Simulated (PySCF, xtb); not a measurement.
Si(CCH)2(F)(OH) (C4H3FOSi), SMILES C#C[Si](O)(F)C#C. One conformer was computed; it need not be the lowest.

Harmonic wavenumbers (cm⁻¹) from GFN2-xTB run with xtb 6.7.1 at its own minimum, in rising order: 77, 112, 119, 157, 170, 250, 269, 297, 313, 330, 591, 677, 680, 683, 684, 730, 772, 831, 936, 2221, 2226, 3361, 3364, 3676.

Question: What does r2SCAN-D4/def2-SVP in PySCF give at its own minimum? (Estimate from the structure and the level; the computed values follow.)

Answer: 85, 125, 131, 181, 213, 296, 345, 355, 399, 412, 584, 699, 724, 730, 730, 731, 808, 893, 968, 2141, 2151, 3458, 3460, 3882. Paired by order, the mean absolute difference is 54 cm⁻¹ and the zero-point energies are 33.6 and 35.0 kcal/mol.
